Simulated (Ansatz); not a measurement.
Spectroscopic constants of AuO, multiplicity 4 (an upper state: multiplicity 2 came lower at CCSD(T)/def2-TZVPP on PBE0 minima). No spin–orbit coupling. The T1 diagnostic near the minimum is 0.051, so single-reference values are doubtful.

Seven points along R, fitted to fifth degree in 1/R; most abundant isotopes. In def2 and cc sets the state is the lowest found near the PBE0 minimum, followed along R.

Programs: Ansatz (Gaussian orbitals).  In def2 rows elements past Kr take small-core potentials, without spin–orbit coupling.

Energies at PBE0/def2-TZVPP:

```
R (Å)       E (hartree)
--------  -------------
1.790440  -210.73975742
1.838570  -210.74387513
1.882850  -210.74574301
1.932905  -210.74623669
1.982961  -210.74552324
2.040717  -210.74373391
2.108099  -210.74093264
```

With a reduced mass of 14.7936 u, find the minimum, the force constant and the constants.

A fifth-degree polynomial in 1/R puts the minimum at r_e = 1.9253 Å with force constant 221 N/m. Then ω_e = (1/2πc)√(k/μ) = 504 cm⁻¹ and B_e = h/(8π²cμr_e²) = 0.3074 cm⁻¹; the cubic and quartic terms give α_e = 0.0044 and ω_e x_e = 8.3 cm⁻¹.

Ansatz is a quantum-chemistry and plane-wave program.
